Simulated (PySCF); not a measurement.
Bi(NMe2)(SiH3)2, C₂H₁₂BiNSi₂, SMILES [Bi]([SiH3])([N](C)C)[SiH3] (GFN2-xTB optimised geometry):

```
18

Bi     0.064     0.365     2.072
N      0.500    -1.603     1.230
C      1.910    -1.796     1.011
C     -0.274    -2.021     0.093
H      2.107    -2.848     0.783
H      2.305    -1.190     0.176
H      2.459    -1.534     1.915
H     -0.104    -1.398    -0.803
H     -0.015    -3.052    -0.165
H     -1.333    -1.987     0.344
Si     1.018     1.649     0.000
H      2.481     1.649     0.000
H      0.612     3.052     0.000
H      0.606     1.103    -1.289
Si    -2.364     0.561     1.131
H     -3.247    -0.452     1.708
H     -2.481     0.447    -0.319
H     -2.951     1.854     1.488
```

Calculation: PBE0/def2-SVP, def2 effective core potentials past Kr run with PySCF 2.14.0.

Q: What are the frontier orbital energies and the dipole moment?

A: HOMO-2 -7.85 eV, HOMO-1 -7.14 eV, HOMO -5.89 eV, LUMO -1.01 eV, LUMO+1 -0.20 eV; dipole moment 0.59 D.

On the same geometry PBE/def2-SVP, def2 effective core potentials past Kr run with PySCF gives HOMO-2 -6.79 eV, HOMO-1 -6.17 eV, HOMO -4.60 eV, LUMO -1.77 eV, LUMO+1 -0.93 eV; dipole moment 0.69 D.
